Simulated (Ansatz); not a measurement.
Molecule: thiophen-3-amine, C₄H₅NS, net charge 0, singlet state. 
Structure (B3LYP-D3(BJ)/def2-TZVP (Ansatz, a quantum-chemistry and plane-wave program) minimum search):
```
C
C 1 1.3708
H 2 1.0775 1 127.81
N 1 1.3981 2 125.65 3 -3.22
H 4 1.0085 1 114.35 2 20.75
H 4 1.0088 5 110.89 1 -130.60
C 1 1.4293 2 111.87 3 -179.78
C 7 1.3628 1 112.78 2 -0.04
H 8 1.0773 7 127.72 1 179.98
H 7 1.0812 8 123.74 9 0.56
S 8 1.7145 9 120.41 7 179.60
```
Charge 0, spin multiplicity 1.

Atomisation energy built up term by term with Ansatz (kcal/mol; UHF references for open shells; valence terms freeze the core; atomic spin-orbit terms are left out). CBS marks a two-point X^-3 extrapolation of the correlation energy; Hartree-Fock from the larger set.

The Hartree-Fock reference is unstable (checked in the largest basis), which strains HF and MP2. 

| term | basis | kcal/mol |
|---|---|---|
| Hartree-Fock | aug-cc-pV(Q+d)Z | 792.05 |
| CCSD correlation | CBS(aug-cc-pV(T+d)Z,aug-cc-pV(Q+d)Z) | 310.75 |
| (T) | CBS(aug-cc-pV(T+d)Z,aug-cc-pV(Q+d)Z) | 28.03 |
| core correlation | cc-pwCVTZ | 5.86 |
| scalar relativity (X2C) | cc-pVTZ-DK against cc-pVTZ | -1.35 |
| sum: De |  | 1135.3 |

(T) makes 2.5 % of the CCSD(T) atomisation energy; under 5 % is typical of single-reference molecules.
